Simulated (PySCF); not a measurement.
**Dipole response of Sn- (tin, charge -1)**

[Kr] 4d10 5s2 5p3, high-spin 4S determinant. Computed with PySCF 2.14 in aug-cc-pwCVTZ-DK3 (10s9p7d4f1g, 109 functions), with the spin-free X2C one-electron Hamiltonian (Gaussian nucleus). Coupled (time-dependent) response in atomic units; α is the mean over directions.

```json
{"method": "BHandHLYP", "mean α (bohr³)": "170.0", "C₆ (like pair)": "2982", "S(−4)": "13620"}
```

S(−4) is the Cauchy moment in α(ω) = α(0) + S(−4) ω² + …

α(iu) at BHandHLYP:

| u (hartree) | α(iu) (bohr³) |
| --- | --- |
| 0 | 170.0 |
| 0.0500 | 143.8 |
| 0.100 | 105.1 |
| 0.200 | 57.86 |
| 0.300 | 35.73 |
| 0.500 | 17.74 |
| 0.750 | 9.893 |
| 1.00 | 6.573 |
| 1.50 | 3.756 |
| 2.00 | 2.537 |
| 3.00 | 1.434 |
| 5.00 | 0.6541 |

A single London oscillator, α(iu) = α/(1 + u²/ω²), gives C₆ = (3/4) ω α². Matching the computed C₆ needs ω = 4 × 2982 / (3 × 170.0²) = 0.138 hartree.

For an ion, C₆ is the dispersion term alone; charge-induced terms of lower order in 1/R come first.

The outer electron is barely bound at this level, so radii and moments hang on the diffuse functions.
